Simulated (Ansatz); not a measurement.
An input meant for FePt2 (charge 0, singlet; atoms displaced at random, 0.08 Å in each coordinate).

```yaml
crystal:
  periodic: [false, false, false]
  atoms:
    - {symbol: Fe, position_ang: [-0.035290, 0.984082, -0.648494]}
    - {symbol: Pt, position_ang: [1.182699, -1.145067, -0.164277]}
    - {symbol: Pt, position_ang: [-0.926871, -0.073468, 1.026336]}
basis:
  gaussian: {orbitals: def2-SVP, fitting: {mean_field: def2-universal-jkfit}}
magnetization: {spin_polarized: true, initial_magnetization: 1}
hamiltonian: {xc: {name: revPBE}, dispersion: d3bj}
output: {forces: true}
```

```sh
$ ansatz run in.yaml --threads 4 --pin off --events-out ev --progress --plain --max-ram 3916MiB
```

It prints (some lines left out):

```
Error: a molecule whose nuclei and cores have a total charge of 62 cannot have a net charge of 0 together with 1 unpaired electrons
```

**Question.** What is wrong with this run?

**Answer.** The number of unpaired electrons doesn't fit the electron count. The input was rejected before any iteration.
